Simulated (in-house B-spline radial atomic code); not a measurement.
# Binding energies in Sr+

NIST's tabulated ground configuration is [Kr] 5s1; each binding energy is the energy of the ion with one electron taken from that subshell, relaxed, less that of the parent. All numbers are computed (Dirac-Kohn-Sham B3LYP, spherical fractional occupations; Fermi nucleus of rms radius 4.224 fm) with an all-electron radial atomic-structure program (B-spline basis), not measured. Energies include first-order Breit, QED and recoil terms.

Caution: exact exchange at fractional occupations of open shells leaves self-interaction of up to several eV.

```json
{"subshell": "1s", "X-ray name": "K", "binding energy (eV)": "16175", "-ε (eV)": "15993.3", "relaxation (eV)": "-216.1"}
{"subshell": "2s", "X-ray name": "L1", "binding energy (eV)": "2215.7", "-ε (eV)": "2184.7", "relaxation (eV)": "-34.4"}
{"subshell": "2p1/2", "X-ray name": "L2", "binding energy (eV)": "2027.1", "-ε (eV)": "1987.6", "relaxation (eV)": "-42.7"}
{"subshell": "2p3/2", "X-ray name": "L3", "binding energy (eV)": "1961.8", "-ε (eV)": "1919.1", "relaxation (eV)": "-45.0"}
{"subshell": "3s", "X-ray name": "M1", "binding energy (eV)": "361.7", "-ε (eV)": "349.2", "relaxation (eV)": "-12.9"}
{"subshell": "3p1/2", "X-ray name": "M2", "binding energy (eV)": "289.9", "-ε (eV)": "277.4", "relaxation (eV)": "-12.9"}
{"subshell": "3p3/2", "X-ray name": "M3", "binding energy (eV)": "280.4", "-ε (eV)": "266.7", "relaxation (eV)": "-13.8"}
{"subshell": "3d3/2", "X-ray name": "M4", "binding energy (eV)": "154.6", "-ε (eV)": "140.5", "relaxation (eV)": "-14.1"}
{"subshell": "3d5/2", "X-ray name": "M5", "binding energy (eV)": "153.2", "-ε (eV)": "138.7", "relaxation (eV)": "-14.4"}
{"subshell": "4s", "X-ray name": "N1", "binding energy (eV)": "55.92", "-ε (eV)": "49.84", "relaxation (eV)": "-6.13"}
{"subshell": "4p1/2", "X-ray name": "N2", "binding energy (eV)": "37.04", "-ε (eV)": "31.48", "relaxation (eV)": "-5.58"}
{"subshell": "4p3/2", "X-ray name": "N3", "binding energy (eV)": "36.13", "-ε (eV)": "30.28", "relaxation (eV)": "-5.86"}
{"subshell": "5s", "X-ray name": "O1", "binding energy (eV)": "10.9", "-ε (eV)": "8.45", "relaxation (eV)": "-2.45"}
```

Relaxation = -ε minus the binding energy without Breit, QED and recoil terms. With a density functional, K lines can miss by some tenths of a per cent, more in light atoms. For a density functional the relaxation so defined is negative, because -ε of a Kohn-Sham level is smaller than the binding energy.

Emission lines follow as differences of binding energies, with λ = 12398.42 eV·Å / E:

```csv
line,holes,energy (eV),wavelength (Å)
K-L3,1s → 2p3/2,14213.2,0.87232
K-L2,1s → 2p1/2,14147.9,0.87634
K-M3,1s → 3p3/2,15894.6,0.78004
L3-M5,2p3/2 → 3d5/2,1808.6,6.8553
L2-M4,2p1/2 → 3d3/2,1872.5,6.6213
L1-M3,2s → 3p3/2,1935.3,6.4065
L3-M1,2p3/2 → 3s,1600.1,7.7485
```

Q: What screening constant σ does Moseley's law, E = (3/4)·13.6057 eV·(Z - σ)², need for K-L3?

A: σ = 0.68.

Q: What does it cost to remove both a 3d3/2 and a 5s electron?

A: 173.83 eV, which is 8.333 eV more than the two single binding energies together.

Q: What does it cost to remove both a 3p1/2 and a 4s electron?

A: 363.18 eV, which is 17.36 eV more than the two single binding energies together.

Q: What does it cost to remove both a 3p1/2 and a 3d5/2 electron?

A: 474.96 eV, which is 31.88 eV more than the two single binding energies together.
